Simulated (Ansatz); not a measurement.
Reaction (ligand exchange at a B–Se bond): `C[Se]B(O)O` + H–F → `OB(O)F` + `C[SeH]`

Isolated molecules relaxed with PBE0-D4/def2-TZVP in Ansatz; ΔE leaves out vibrations. CCSD(T)/CBS adds triple-zeta CCSD(T) − MP2 to the extrapolated MP2 energy (def2 sets, frozen cores). This one scheme is used for every species. Functionals use def2-TZVPP. B3LYP here is the variant with VWN-RPA as its local correlation; programs differ in this. For Se outer-core shells are correlated without core-valence functions, which leaves a few kJ/mol of doubt a bond. Scalar relativity is left out up to krypton. Each species was taken in one conformer, which may not be the lowest.

```
             level  ΔE (kJ/mol)  difference from CCSD(T)/CBS
            PBE-D4        -77.9                          1.6
               PBE        -84.3                         -4.8
            r2SCAN        -90.5                        -11.0
             B3LYP       -101.3                        -21.8
SCS-MP2/def2-TZVPP        -85.8                         -6.3
     HF/def2-QZVPP       -119.9                        -40.4
    MP2/def2-QZVPP        -73.6                          5.9
SCS-MP2/def2-QZVPP        -83.1                         -3.6
      HF/CBS(def2)       -120.0                        -40.5
    CCSD/CBS(def2)        -85.0                         -5.5
       CCSD(T)/CBS        -79.5                            0
```

Largest T1 diagnostic among the species: 0.012.

In def2-TZVPP, CCSD(T) changes the Hartree–Fock value by +33.8 kJ/mol (the triples alone add +5.6 kJ/mol) and MP2 by +42.4 kJ/mol. From PBE to PBE0 (25 % exact exchange), in def2-TZVPP and without D4, ΔE moves by −3.3 kJ/mol.
